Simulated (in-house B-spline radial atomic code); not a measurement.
Results of a calculation; reference values are marked as such.
# Mn in an electron gas of r_s = 3.3: phase shifts, screening and friction

A nucleus sits in a uniform electron gas with a rigid positive background. The Kohn-Sham equations are solved self-consistently in the spin-unpolarised LDA (PW92), non-relativistic, on B-splines with outgoing waves at the boundary and partial waves to l = 8. The model has no lattice, no bands and no magnetic solution. Atomic units; δ_l are the phase shifts at the Fermi level, counted so that each bound state adds π, and good to about 0.0005. A narrow, partly filled d or f resonance in a thin gas would split by spin, so such rows rest on a solution that is probably unstable.

The density parameter is r_s = 3.3 bohr.

| l | δ_l (rad) |
| --- | --- |
| 0 | 9.6757 |
| 1 | 6.3802 |
| 2 | 2.1251 |
| 3 | -0.0234 |
| 4 | -0.0015 |
| 5 | -0.0004 |
| 6 | -0.0002 |
| 7 | -0.0004 |
| 8 | -0.0003 |

Bound levels below the band bottom (hartree): s -233.2, s -26.37, p -22.57, s -2.601, p -1.521.

(1) Check the Friedel sum rule, and say where the screening charge sits.

(2) Find the transport cross section and the electronic stopping of a 5 keV Mn ion (mass 54.94 u).

Results:

(1) k_F = (9π/4)^(1/3)/r_s = 0.58156. The rule is Z = (2/π) Σ (2l + 1) δ_l. The terms are s 6.160, p 12.185, d 6.764, f -0.104 and -0.020 beyond, in all 24.985 against Z = 25. Bound states hold 6 s, 12 p, 0 d electrons, so the scattering states carry 6.99 in all.

(2) σ_tr = (4π/k_F²) Σ (l + 1) sin²(δ_l − δ_(l+1)). The terms for l = 0 to 3 are 0.0235, 1.6101, 2.1053, 0.0019, all together 3.7409, so σ_tr = 37.155 × 3.7409 = 138.992 bohr². With n = 3/(4π r_s³) = 0.006643, the friction coefficient is Q = n k_F σ_tr = 0.5370. For v well below v_F = 0.582, dE/dx = Q v; with 24801 eV per u at v = 1, v = √(5000/(24801 × 54.94)) = 0.0606, so dE/dx = 0.03253 hartree/bohr = 16.7 eV/nm. The largest term couples the d and f waves.
